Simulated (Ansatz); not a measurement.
```xyz
12

C     1.3949    0.0000    0.0000
C     0.6975    1.2081    0.0000
C    -0.6975    1.2081    0.0000
C    -1.3949    0.0000    0.0000
C    -0.6975   -1.2081    0.0000
C     0.6975   -1.2081    0.0000
H     2.4880    0.0000    0.0000
H     1.2440    2.1546    0.0000
H    -1.2440    2.1546    0.0000
H    -2.4880    0.0000    0.0000
H    -1.2440   -2.1546    0.0000
H     1.2440   -2.1546    0.0000
```

Basis set: def2-TZVP (spherical functions). Left uncorrelated: 6 orbitals. Charge 0, multiplicity 1.

Computed with Ansatz (development build ahead of 0.2.0); each method stands on the lowest determinant of its kind that the runs found. Restricted open shells among the atoms or ions are ROHF, correlated in semicanonical orbitals with singles.

The atomization energy at this shape (free ground-state atoms in the same class of orbitals less the molecule, no zero-point energy) of singlet C₆H₆:

| method | atomization energy |
| --- | --- |
| RHF-MP2 | 5686.5 kJ/mol |

Problem. What does RHF give?

Solution. 4355.2 kJ/mol.
